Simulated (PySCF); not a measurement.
C4H6O2. Atoms are numbered in the order given.

```xyz
12

C      1.8067     0.5046     0.0000
C      0.6766    -0.4982     0.0000
O     -0.1565    -0.3200     1.1388
C     -1.3034     0.2618     0.6663
C     -1.3034     0.2618    -0.6663
O     -0.1565    -0.3200    -1.1388
H      2.4298     0.3698    -0.8955
H      1.3964     1.5251     0.0000
H      2.4298     0.3698     0.8955
H      1.0528    -1.5363     0.0000
H     -2.0322     0.6060     1.3945
H     -2.0322     0.6060    -1.3945
```

Geometry optimised at PBE0-D3(BJ)/def2-SVP. Other conformers were not sampled.

Calculation: PySCF with TDA-B3LYP/def2-SVPD.

Vertical excitations. Gas-phase values at a fixed geometry. State labels are in the subgroup Cs.

Computed excitation energies, oscillator strengths and character:
```tsv
state	symmetry	energy (eV)	λ (nm)	f	main pairs
S1	A'	5.20	238	0.013	HOMO→LUMO+1 98 %
S2	A'	5.89	210	0.019	HOMO→LUMO+2 92 %
S3	A"	6.09	204	0.112	HOMO→LUMO 85 %
S4	A'	6.12	203	0.010	HOMO→LUMO+3 93 %
S5	A"	6.25	198	0.009	HOMO→LUMO+4 95 %
S6	A'	6.58	189	0.013	HOMO→LUMO+5 98 %
S7	A"	6.76	184	0.000	HOMO→LUMO+6 95 %
S8	A'	7.31	170	0.032	HOMO→LUMO+8 90 %
S9	A"	7.44	167	0.037	HOMO→LUMO+7 92 %
S10	A'	7.54	164	0.018	HOMO→LUMO+9 88 %
T1	A"	3.70	335	0	HOMO→LUMO 96 %
T2	A'	5.12	242	0	HOMO→LUMO+1 97 %
T3	A'	5.81	213	0	HOMO→LUMO+2 91 %
T4	A'	6.05	205	0	HOMO→LUMO+3 93 %
```
Triplets are in the Tamm–Dancoff approximation.
